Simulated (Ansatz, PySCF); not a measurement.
This Ansatz (a first-principles code) input computes a B3LYP/def2-TZVPD energy:

Ansatz 0.2 input:
```yaml
crystal:
  periodic: [false, false, false]
  atoms:
    - {symbol: B, position_ang: [0.03767239, -0.37990635, 0.23172172]}
    - {symbol: Cl, position_ang: [-0.11424814, 1.15213283, -0.70273688]}
    - {symbol: N, position_ang: [1.32756109, -0.90789549, 0.41621217]}
    - {symbol: N, position_ang: [-1.14193215, -0.96407540, 0.72558585]}
    - {symbol: H, position_ang: [1.51454279, -1.75583646, 0.92197170]}
    - {symbol: H, position_ang: [2.14438842, -0.45755879, 0.04577666]}
    - {symbol: H, position_ang: [-1.16028309, -1.81668760, 1.25706908]}
    - {symbol: H, position_ang: [-2.04419423, -0.55284725, 0.57051477]}
basis:
  gaussian:
    orbitals: def2-TZVPD
hamiltonian:
  xc: {name: B3LYP}
output: {forces: true}
```

### Question
Write an input for the same energy in PySCF and say what it gives.

### Answer

```python
from pyscf import gto, scf, dft

mol = gto.M(
    atom='''
    B     0.03767239   -0.37990635    0.23172172
    Cl   -0.11424814    1.15213283   -0.70273688
    N     1.32756109   -0.90789549    0.41621217
    N    -1.14193215   -0.96407540    0.72558585
    H     1.51454279   -1.75583646    0.92197170
    H     2.14438842   -0.45755879    0.04577666
    H    -1.16028309   -1.81668760    1.25706908
    H    -2.04419423   -0.55284725    0.57051477
    ''',
    basis='def2-tzvpd',
    charge=0,
    spin=0,
    verbose=4,
)

mf = dft.RKS(mol, xc='b3lyp').density_fit(auxbasis='def2-universal-jkfit')
mf.grids.level = 3
mf.conv_tol = 1e-9
mf.max_cycle = 100
mf.max_memory = 1500
mf.kernel()
if not mf.converged:
    mf = mf.newton()
    mf.kernel(mf.make_rdm1())
mf.analyze()
```
It gives -597.19424 Eh, and Ansatz -597.19418 Eh, a difference of 0.06 mEh, from the treatment of integrals and grids.
